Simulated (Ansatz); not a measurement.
C₃H₉NSn, SMILES `C[CH](C)[Sn][NH2]`, relaxed with RKS PBE-D4/def2-SVP in the Gaussian-basis code of Ansatz from a rough embedded geometry. The force threshold is 0.03 eV/Å; the program also tests the step.

Total charge 0; spin multiplicity 1. Sn: def2 effective core potential.

Start:

```xyz
14

C     0.505   -1.305    0.577
C     0.049    0.063    0.933
C    -1.375    0.277    0.494
Sn    1.213    1.583    0.039
N     1.180    1.438   -2.016
H     0.488   -1.453   -0.592
H     1.571   -1.454    0.855
H    -0.113   -2.107    0.997
H     0.108    0.119    2.043
H    -2.064   -0.508    1.001
H    -1.740    1.259    0.829
H    -1.527    0.168   -0.591
H     0.213    1.500   -2.306
H     1.490    0.421   -2.262
```

```json
{"step": "1", "energy (eV)": "-10568.3524", "largest force (eV/Å)": "2.371", "largest move (Å)": "0.000"}
{"step": "2", "energy (eV)": "-10568.8953", "largest force (eV/Å)": "0.948", "largest move (Å)": "0.195"}
{"step": "3", "energy (eV)": "-10568.9813", "largest force (eV/Å)": "0.745", "largest move (Å)": "0.200"}
{"step": "4", "energy (eV)": "-10569.0922", "largest force (eV/Å)": "0.527", "largest move (Å)": "0.195"}
{"step": "5", "energy (eV)": "-10569.1959", "largest force (eV/Å)": "1.188", "largest move (Å)": "0.195"}
{"step": "6", "energy (eV)": "-10569.2927", "largest force (eV/Å)": "1.030", "largest move (Å)": "0.200"}
{"step": "7", "energy (eV)": "-10569.3934", "largest force (eV/Å)": "1.191", "largest move (Å)": "0.195"}
{"step": "8", "energy (eV)": "-10569.4559", "largest force (eV/Å)": "1.809", "largest move (Å)": "0.200"}
{"step": "9", "energy (eV)": "-10569.5646", "largest force (eV/Å)": "0.886", "largest move (Å)": "0.199"}
{"step": "10", "energy (eV)": "-10569.6053", "largest force (eV/Å)": "0.896", "largest move (Å)": "0.200"}
{"step": "11", "energy (eV)": "-10569.6493", "largest force (eV/Å)": "0.066", "largest move (Å)": "0.099"}
{"step": "12", "energy (eV)": "-10569.6500", "largest force (eV/Å)": "0.128", "largest move (Å)": "0.072"}
{"step": "13", "energy (eV)": "-10569.6518", "largest force (eV/Å)": "0.068", "largest move (Å)": "0.061"}
{"step": "14", "energy (eV)": "-10569.6523", "largest force (eV/Å)": "0.018", "largest move (Å)": "0.018"}
```

End:

```xyz
14

C     0.625   -1.289    0.522
C     0.040    0.063    0.935
C    -1.427    0.216    0.527
Sn    1.292    1.766    0.106
N     0.901    1.203   -1.831
H     0.628   -1.420   -0.582
H     1.674   -1.420    0.863
H     0.039   -2.140    0.943
H     0.120    0.168    2.039
H    -2.063   -0.593    0.956
H    -1.864    1.181    0.863
H    -1.556    0.172   -0.577
H     1.262    1.695   -2.653
H     0.327    0.400   -2.111
```

It took 25 s on 4 threads of an Arm Neoverse V2 on a shared host, with 0.18 GiB of host memory at the peak.
